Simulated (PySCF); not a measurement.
**Bromine: a sound run and one with changed settings**

Sound run: Br [Ar] 3d10 4s2 4p5, Br⁺ [Ar] 3d10 4s2 4p4. Computed with PySCF 2.14 in cc-pVDZ-DK, with scalar relativity by spin-free X2C-1e. In the sound run the correlated levels freeze [Ar] 3d10. The sound run starts from symmetry-adapted Hartree-Fock orbitals and uses a fine grid where one is needed.

Changed run: no relativity, point nucleus. This setting is unsound on purpose.

| species | method | sound run (hartree) | changed run (hartree) | converged |
| --- | --- | --- | --- | --- |
| Br | UHF | -2604.29841 | -2552.61490 | yes |
| Br | B3LYP | -2606.13935 | -2554.46007 | yes |
| Br | LDA | -2602.35833 | -2550.68296 | yes |
| Br | MP2 | -2604.39056 | -2552.70755 | yes |
| Br | CCSD(T) | -2604.40532 | -2552.72278 | yes |
| Br⁺ | UHF | -2603.90303 | -2552.21647 | yes |
| Br⁺ | B3LYP | -2605.70249 | -2554.02044 | yes |
| Br⁺ | LDA | -2601.91597 | -2550.23767 | yes |
| Br⁺ | MP2 | -2603.97470 | -2552.28912 | yes |
| Br⁺ | CCSD(T) | -2603.99079 | -2552.30592 | yes |

Ionisation energy of Br:

```tsv
method	sound run (eV)	changed run (eV)
UHF	10.759	10.842
B3LYP	11.887	11.963
LDA	12.037	12.117
MP2	11.316	11.386
SCS-MP2	11.292	11.362
CCSD	11.279	11.343
CCSD(T)	11.280	11.343
```

Most of the change in total energy is the relativistic energy itself. On top of that the contraction fixes the core shape for the Hamiltonian it was made with, so the changed run is not a good calculation with the other Hamiltonian either.

For comparison, NIST gives 11.814 eV between the lowest levels.
